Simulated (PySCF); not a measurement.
# Excitation energy of Cu⁺ by level of theory

Cu⁺ [Ar] 3d10 (1S) → Cu⁺ [Ar] 3d9 4s1 (3D), as a difference of total energies. All numbers are calculated (PySCF 2.14, scalar relativity by spin-free X2C-1e, in x2c-TZVPPall (6s5p4d2f1g, 64 functions)). Correlated levels: valence and next inner shell: [Ne] frozen. The calculations carry no spin-orbit coupling.

```csv
method,excitation energy (cm⁻¹),error (cm⁻¹)
UHF,5819.2,-16830
MP2 (valence and next inner shell),32248,+9599
SCS-MP2 (valence and next inner shell),29065,+6417
CCSD (valence and next inner shell),21227,-1422
CCSD(T) (valence and next inner shell),22117,-532
```

Reference: 22649 cm⁻¹ (measured; NIST levels, between the centres of gravity of the two terms).

Errors of the correlated levels include the incompleteness of this basis and the frozen core.

The basis was made for the ground configuration and has no added diffuse functions, so the excitation energy can come out too high.
